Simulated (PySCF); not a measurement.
From one molecule to another.

First species: C5H6O2.
SMILES: `O=COC=C1CC1`

Second species: CH2ClF.
InChI=1S/CH2ClF/c2-1-3/h1H2

Levels: CAM-B3LYP/def2-SVPD for dipole moment, HOMO energy, LUMO energy, HOMO–LUMO gap, static isotropic polarisability and electronic spatial extent ⟨r²⟩ about the centre of nuclear charge; TDDFT CAM-B3LYP/def2-SVPD for lowest singlet excitation; TDA CAM-B3LYP/def2-SVPD for lowest triplet excitation (Tamm–Dancoff); GFN2-xTB for rotational constant A and rotational constant C. Geometries: GFN2-xTB. Each species is one conformer at its optimised geometry, gas phase, non-relativistic unless stated; the electronic structure was computed with PySCF and density fitting.

The conformers computed, where there is a choice (atom-mapped SMILES and torsion angles):
- `[O:1]=[CH:2][O:3][CH:4]=[C:5]1[CH2:6][CH2:7]1`: O1–C2–O3–C4 0°, C2–O3–C4–C5 180°

Q: Which of the two has the higher LUMO energy, and by how much?

A: The second: 1.07 eV against 0.51 eV, a difference of 0.56 eV.

Q: Which of the two has the higher rotational constant A, and by how much?

A: The second: 42.247 GHz against 11.032 GHz, a difference of 31.215 GHz.

Q: Which has the higher dipole moment?

A: The first: 2.65 D against 1.88 D, a difference of 0.77 D.

Q: Which has the higher T1 energy?

A: The second: 6.78 eV against 4.22 eV, a difference of 2.56 eV.

Q: Which of the two has the higher rotational constant C, and by how much?

A: The second: 5.205 GHz against 1.138 GHz, a difference of 4.067 GHz.

Q: Which has the higher HOMO–LUMO gap?

A: The second: 11.48 eV against 9.18 eV, a difference of 2.30 eV.

Q: Which of the two has the higher ⟨r²⟩, and by how much?

A: The first: 984 bohr² against 234 bohr², a difference of 750 bohr².

Q: Which has the higher HOMO energy?

A: The first: -8.67 eV against -10.41 eV, a difference of 1.74 eV.

On the first: In wavenumbers S1 is 46800 cm⁻¹ (1 eV = 8065.54 cm⁻¹). The principal polarisabilities are 45.5, 61.1 and 100.4 au; their mean is the isotropic value.

On the second: The 8 singlets span 7.49 to 9.93 eV, and their oscillator strengths add up to 0.27. No computed singlet falls in the visible range (750 to 380 nm, 1.65 to 3.26 eV); S1 lies 4.23 eV above its blue end.
